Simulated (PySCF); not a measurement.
Species: C4H11ClOSi2.
Atom-mapped SMILES: `[Cl:1][CH2:2][SiH2:3][O:4][SiH2:5][CH:6]1[CH2:7][CH2:8]1` (hydrogens: H9, H10 on C2; H11, H12 on Si3; H13, H14 on Si5; H15 on C6; H16, H17 on C7; H18, H19 on C8)

Torsions of this conformer, `[Cl:1][CH2:2][SiH2:3][O:4][SiH2:5][CH:6]1[CH2:7][CH2:8]1`: Cl1–C2–Si3–O4 180°, C2–Si3–O4–Si5 166°, Si3–O4–Si5–C6 132°, O4–Si5–C6–C7 152°.

The closed-shell ground state was solved at several levels (PySCF, density fitting, gas phase, non-relativistic). Isolated species at its PBE0-D3(BJ)/def2-SVP geometry (one conformer only).

| level | basis functions | HOMO (eV) | LUMO (eV) | gap (eV) | dipole (D) |
| --- | --- | --- | --- | --- | --- |
| PBE0/pcSseg-1 | 212 | -8.10 | 0.06 | 8.16 | 2.66 |
| HF/pcSseg-1 | 212 | -11.32 | 3.54 | 14.86 | 2.90 |

**Question.** What might CAM-B3LYP/def2-SVPD (266 basis functions) give for the same quantities?

**Answer.** HOMO -9.48 eV, LUMO 0.70 eV, gap 10.18 eV, dipole 2.57 D.

**Question.** Over all these levels, which gives the widest orbital gap and which the narrowest?

**Answer.** HF/pcSseg-1 (Hartree–Fock, all exact exchange) has the widest, 14.86 eV, and PBE0/pcSseg-1 (global hybrid, 25 % exact exchange) the narrowest, 8.16 eV. The two share the basis. From the narrowest to the widest the HOMO moves by -3.22 eV and the LUMO by +3.48 eV. The HOMO need not be the same orbital at Hartree–Fock and at DFT levels.

**Question.** How far do the dipole and the HOMO energy spread over the levels?

**Answer.** The dipole runs from 2.57 to 2.90 D (mean 2.71 D) and the HOMO from -11.32 to -8.10 eV.
